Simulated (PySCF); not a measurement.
FH5SSi2, SMILES F[SiH2]S[SiH3].

Geometry optimised at ωB97X-D3(BJ)/def2-SVP. The structure was generated by enumeration, and PubChem lists no compound with its InChIKey, so it may never have been made. One conformer was computed; it need not be the lowest.

All values below come from TDA-M06-2X/def2-SVPD run with PySCF.

Vertical excitations. Gas-phase values at a fixed geometry.

Computed lowest excited states:
| state | energy (eV) | λ (nm) | f | main pairs |
|---|---|---|---|---|
| S1 | 6.23 | 199 | 0.017 | HOMO→LUMO 86 % |
| S2 | 6.60 | 188 | 0.012 | HOMO→LUMO+1 81 % |
| S3 | 6.61 | 187 | 0.007 | HOMO→LUMO+2 74 % |
| S4 | 7.45 | 166 | 0.026 | HOMO→LUMO+4 56 %, HOMO→LUMO+3 21 % |
| S5 | 7.63 | 162 | 0.008 | HOMO→LUMO+3 61 %, HOMO→LUMO+4 12 % |
| S6 | 7.73 | 160 | 0.062 | HOMO−1→LUMO 73 % |
| S7 | 7.95 | 156 | 0.004 | HOMO−1→LUMO+1 25 %, HOMO→LUMO+6 23 %, HOMO−1→LUMO+2 19 %, HOMO−2→LUMO 10 % |
| S8 | 8.07 | 154 | 0.025 | HOMO−1→LUMO+1 45 %, HOMO→LUMO+6 18 %, HOMO→LUMO+5 13 % |
| S9 | 8.14 | 152 | 0.050 | HOMO−2→LUMO 49 %, HOMO→LUMO+6 20 % |
| S10 | 8.19 | 151 | 0.002 | HOMO→LUMO+5 62 %, HOMO→LUMO+6 10 % |
| T1 | 5.90 | 210 | 0 | HOMO→LUMO 88 % |
| T2 | 6.34 | 196 | 0 | HOMO→LUMO+1 51 %, HOMO→LUMO+2 33 % |
| T3 | 6.36 | 195 | 0 | HOMO→LUMO+2 47 %, HOMO→LUMO+1 29 %, HOMO→LUMO+10 8 % |
| T4 | 7.10 | 175 | 0 | HOMO→LUMO+4 55 %, HOMO→LUMO+3 18 % |
Triplets are in the Tamm–Dancoff approximation.
